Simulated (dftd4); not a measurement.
C2H, charge -1, singlet, at a GFN2-xTB geometry; D4 for bp86 (dftd4).

Input for dftd4:
```
$ dftd4 mol.xyz --func bp86 --charge -1 --json dftd4.json --noedisp

# file mol.xyz
3

C     -0.00000000    -0.00000000    -0.47996454
C      0.00000000     0.00000000     0.74605881
H     -0.00000000    -0.00000000    -1.59656562
```

Problem. What does dftd4 print? Leave out banner, timings and long lists.

Solution. 
```
                    ____  _____ _____     ____  _  _
      -------------|  _ \|  ___|_   _|---|  _ \| || |------------
     |             | | | | |_    | | ___ | | | | || |_           |
     |             | |_| |  _|   | ||___|| |_| |__   _|          |
     |             |____/|_|     |_|     |____/   |_|            |
     |             ===================================           |
     |            E. Caldeweyher, S. Ehlert & S. Grimme          |
     |          Mulliken Center for Theoretical Chemistry        |
     |                    University of Bonn                     |
      -----------------------------------------------------------

Rational (Becke-Johnson) damping: bp86-D4-ATM
---------------------
  s6         1.0000
  s8         3.3550
  s9         1.0000
  a1         0.4365
  a2         4.9241
 alp        16.0000
--------------------

Dispersion energy:      -1.6568658986095E-03 Eh

[Info] JSON dump of results written to 'dftd4.json'
```
